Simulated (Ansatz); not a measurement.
```yaml
crystal:
  periodic: [false, false, false]
  atoms:
    - {symbol: N, position_ang: [-0.861436, 2.132141, -0.315226]}
    - {symbol: Ga, position_ang: [0.213623, 0.830701, -0.731467]}
    - {symbol: B, position_ang: [0.271827, -0.954044, 0.338123]}
    - {symbol: N, position_ang: [1.180808, -2.060982, 0.022688]}
    - {symbol: S, position_ang: [-0.949423, -1.224419, 1.677481]}
    - {symbol: H, position_ang: [-1.632165, 2.096358, 0.413146]}
    - {symbol: H, position_ang: [-0.936683, 3.011710, -0.866550]}
    - {symbol: H, position_ang: [1.280436, 1.203060, -1.895903]}
    - {symbol: H, position_ang: [1.202367, -2.927731, 0.526236]}
    - {symbol: H, position_ang: [1.809560, -1.950389, -0.684361]}
    - {symbol: H, position_ang: [-1.621655, -0.149005, 1.616849]}
basis:
  gaussian: {orbitals: 6-31G, final_grid: {core_spheres: 1, valence_spheres: 1, degree: 1}}
total_charge: 1
magnetization: {spin_polarized: true, initial_magnetization: 1}
hamiltonian: {xc: {name: PBE}}
scf: {lower_state_search: light}
```

```sh
$ ansatz run in.yaml --threads 4 --pin off --events-out ev --progress --plain --max-ram 10444MiB
```

Shortened log:

```
Functional definition: PBE
975 factors; integrals over basis functions are off by at most 4.9e-4 eV
mean field evaluation 1: about -66906.2074 eV, gradient 7.8e1 eV
mean field evaluation 2: about -66802.1671 eV, gradient 1.4e2 eV
mean field evaluation 4: about -66924.7348 eV, gradient 3.0e1 eV
mean field evaluation 8: about -66930.8769 eV, gradient 1.0e1 eV
mean field evaluation 16: about -66983.4247 eV, gradient 1.7e1 eV
mean field evaluation 32: about -67002.1017 eV, gradient 1.6e-2 eV
mean field evaluation 96: about -67002.0849 eV, gradient 2.9e-1 eV
a density is far from that of the atoms, so the factors are made again for it
1115 factors; integrals over basis functions are off by at most 8.5e-5 eV
mean field -67004.50405771 eV, -2462.3701068366 hartree, gradient 2.4e-6 eV, S^2 0.832145; 0 other end points of the search recorded, 0 dependent functions left out
reference -67004.50415074 eV, -2462.3701102556 hartree; 36, 35 occupied and 45, 46 virtual orbitals, 1115 factors
Total energy: -67004.50415074 eV, -2462.3701102556 hartree
```

In this input the integration grid is far too coarse. Self-consistency was reached. The result belongs to that input, not to the molecule as meant.
